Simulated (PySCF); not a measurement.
Geometry:
```csv
atom,x (Å),y (Å),z (Å)
C1,-0.741,-0.304,-1.066
C2,-1.131,0.879,-0.168
Si3,0.406,1.462,0.805
Si4,1.437,-0.641,0.684
C5,-0.017,-1.411,-0.285
H6,-1.635,-0.714,-1.566
H7,-0.084,0.056,-1.878
H8,-1.581,1.697,-0.752
H9,-1.891,0.559,0.566
H10,1.145,2.543,0.080
H11,0.070,1.959,2.175
H12,2.701,-0.647,-0.120
H13,1.702,-1.332,1.983
H14,-0.706,-1.867,0.448
H15,0.317,-2.222,-0.951
```

Geometry: PBE0-D3(BJ)/def2-SVP; GIAO shifts from PySCF 2.14.0 with density-fitted response routines, gas phase, non-relativistic, averaged over equivalent atoms.

At PBE0/cc-pVDZ (128 basis functions, 12 s wall time on 1 thread of an Arm Neoverse V1, shared host):
| atoms | δ (ppm) |
| --- | --- |
| C1 | 28.2 |
| C2/C5 | 13.3 |
| Si3/Si4 | -56.7 |
| H10/H11/H12/H13 | 3.79 |
| H6/H7 | 1.61 |
| H8/H9/H14/H15 | 0.90 |

Scale: 13C (σ = 196.75 ppm), 29Si (σ = 418.61 ppm), 1H (σ = 31.29 ppm) against TMS (reference shieldings calculated alike).

Predict the values at BHandHLYP/pcSseg-1 on the same geometry.

Results:


```csv
atoms,δ at BHandHLYP/pcSseg-1,change
C1,26.0,-2.2
C2/C5,10.8,-2.5
Si3/Si4,-62.6,-5.9
H10/H11/H12/H13,3.60,-0.19
H6/H7,1.55,-0.06
H8/H9/H14/H15,0.75,-0.15
```

Scale: 13C (σ = 183.98 ppm), 29Si (σ = 358.43 ppm), 1H (σ = 31.44 ppm) vs TMS (reference shieldings calculated alike).

The largest change is at Si3/Si4 (silicon bonded to C, Si, 2 H, in a 5-membered ring). Cost: 149 basis functions, 14 s wall time on 1 thread of an Arm Neoverse V1, shared host.
